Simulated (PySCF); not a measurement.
# Polarisability and C₆ of Ge⁻ (germanium, charge -1)

[Ar] 3d10 4s2 4p3, high-spin 4S determinant. Calculation: PySCF 2.14, in aug-cc-pVDZ-DK; scalar relativity by spin-free X2C-1e. Coupled (time-dependent) response in atomic units; α is the mean over directions. A double-zeta set is small for polarisabilities.

```tsv
method	mean α (bohr³)	C₆ (like pair)	S(−4)
UHF	100.5	1381	4839
BHandHLYP	103.4	1411	5576
```

S(−4) is the Cauchy moment in α(ω) = α(0) + S(−4) ω² + …

α(iu) at UHF:

```csv
u (hartree),α(iu) (bohr³)
0,100.5
0.0500,90.34
0.100,72.53
0.200,46.27
0.300,30.89
0.500,15.64
0.750,8.157
1.00,4.945
1.50,2.362
2.00,1.376
3.00,0.6328
5.00,0.2340
```

A single London oscillator, α(iu) = α/(1 + u²/ω²), gives C₆ = (3/4) ω α². Matching the computed C₆ needs ω = 4 × 1381 / (3 × 100.5²) = 0.182 hartree.

For an ion, C₆ is the dispersion term alone; charge-induced terms of lower order in 1/R come first.
